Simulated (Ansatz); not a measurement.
ReO2⁺, 3 atoms. Hardware: 4 threads of Arm Neoverse V2 on a shared host.

In the def2 sets Re takes a core potential; there is no spin–orbit coupling. Correlated methods freeze 2 core orbitals; core or outer-core shells of Re are correlated, in sets that lack core-valence functions.

(1) How many basis functions does each of these Ansatz runs have, and roughly what does it cost? revPBE-D4/def2-TZVP, charge 1 quintet, energy, from earlier orbitals; MP2/def2-TZVP, charge 1 singlet, energy, from earlier orbitals; PBE-D4/def2-TZVP, charge 0 doublet at the geometry of the charge 1 singlet, energy, from earlier orbitals; ωB97X-V/def2-TZVP, charge 1 quintet, energy, from earlier orbitals; MP2/def2-TZVP, charge 1 triplet, energy, from earlier orbitals; PBE-D4/def2-TZVP, charge 1 unrestricted singlet, energy, from earlier orbitals; r2SCAN-D4/def2-TZVP, charge 1 singlet, energy, from earlier orbitals; r2SCAN-D4/def2-TZVP, charge 1 unrestricted singlet, energy, from earlier orbitals; CCSD(T)/def2-TZVPP, charge 1 quintet, energy, from earlier orbitals; BHLYP-D4/def2-TZVP, charge 1 singlet, energy, from earlier orbitals; r2SCAN0-D4/def2-TZVP, charge 1 triplet, energy, from earlier orbitals; PBE0-D4/def2-TZVP, charge 1 triplet, relaxation, 4 steps.

Results:

(1) Other jobs shared the machine, so times can vary by a factor of up to 3. A dash marks memory too small to be measured apart from the calling script's.

```json
{"run": "MP2/def2-TZVP, charge 1 singlet, energy, from earlier orbitals", "functions": "102", "fitting or Cholesky vectors": "783", "wall time": "0.6 s", "peak host memory (GiB)": "–"}
{"run": "BHLYP-D4/def2-TZVP, charge 1 singlet, energy, from earlier orbitals", "functions": "102", "fitting or Cholesky vectors": "794", "wall time": "0.75 s", "peak host memory (GiB)": "–"}
{"run": "revPBE-D4/def2-TZVP, charge 1 quintet, energy, from earlier orbitals", "functions": "102", "fitting or Cholesky vectors": "644", "wall time": "1 s", "peak host memory (GiB)": "–"}
{"run": "PBE-D4/def2-TZVP, charge 1 unrestricted singlet, energy, from earlier orbitals", "functions": "102", "fitting or Cholesky vectors": "644", "wall time": "1.1 s", "peak host memory (GiB)": "–"}
{"run": "MP2/def2-TZVP, charge 1 triplet, energy, from earlier orbitals", "functions": "102", "fitting or Cholesky vectors": "783", "wall time": "1.1 s", "peak host memory (GiB)": "–"}
{"run": "PBE-D4/def2-TZVP, charge 0 doublet at the geometry of the charge 1 singlet, energy, from earlier orbitals", "functions": "102", "fitting or Cholesky vectors": "644", "wall time": "1.2 s", "peak host memory (GiB)": "–"}
{"run": "r2SCAN-D4/def2-TZVP, charge 1 singlet, energy, from earlier orbitals", "functions": "102", "fitting or Cholesky vectors": "644", "wall time": "1.2 s", "peak host memory (GiB)": "–"}
{"run": "r2SCAN0-D4/def2-TZVP, charge 1 triplet, energy, from earlier orbitals", "functions": "102", "fitting or Cholesky vectors": "697", "wall time": "2.5 s", "peak host memory (GiB)": "–"}
{"run": "r2SCAN-D4/def2-TZVP, charge 1 unrestricted singlet, energy, from earlier orbitals", "functions": "102", "fitting or Cholesky vectors": "644", "wall time": "2.5 s", "peak host memory (GiB)": "–"}
{"run": "PBE0-D4/def2-TZVP, charge 1 triplet, relaxation, 4 steps", "functions": "102", "fitting or Cholesky vectors": "697", "wall time": "6 s", "peak host memory (GiB)": "–"}
{"run": "ωB97X-V/def2-TZVP, charge 1 quintet, energy, from earlier orbitals", "functions": "102", "fitting or Cholesky vectors": "659", "wall time": "9 s", "peak host memory (GiB)": "–"}
{"run": "CCSD(T)/def2-TZVPP, charge 1 quintet, energy, from earlier orbitals", "functions": "118", "fitting or Cholesky vectors": "795", "wall time": "15 s", "peak host memory (GiB)": "0.98"}
```
